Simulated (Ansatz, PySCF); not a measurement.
Process, species as SMILES: N[SiH2][SiH](N)N + 4 [H][H] (H2) → 3 N (NH3) + 2 [SiH4] (SiH4)
Geometries: B3LYP-D3(BJ)/def2-TZVP minima from Ansatz (a quantum-chemistry and plane-wave program), one conformer each, not searched for the lowest. Frequencies are from Ansatz or PySCF.

Wanted: energy of full hydrogenation (0 K, with B3LYP-D3(BJ) harmonic zero-point energies), in kJ/mol. Correlated levels leave the core frozen unless marked. No spin-orbit coupling. No relativistic terms. CBS marks a two-point X^-3 extrapolation of the correlation energy; Hartree-Fock from the larger set.

Level to compare with: CCSD(T)/CBS(cc-pV(T+d)Z,cc-pV(Q+d)Z) (Ansatz), 113.2 kJ/mol. It is a level with limits of its own, and the differences hold the functionals' basis error too.

Problem. Rank these functionals by how close they come to CCSD(T)/CBS(cc-pV(T+d)Z,cc-pV(Q+d)Z), closest first: LC-wPBE/def2-TZVPD (Ansatz); SVWN5/def2-TZVPD (Ansatz); wB97X/def2-TZVPD (Ansatz).

Solution. SVWN5/def2-TZVPD (LDA, 114.5 kJ/mol, difference 1.3), LC-wPBE/def2-TZVPD (range-separated hybrid, 88.5 kJ/mol, difference -24.7), wB97X/def2-TZVPD (range-separated hybrid, 80.6 kJ/mol, difference -32.6)
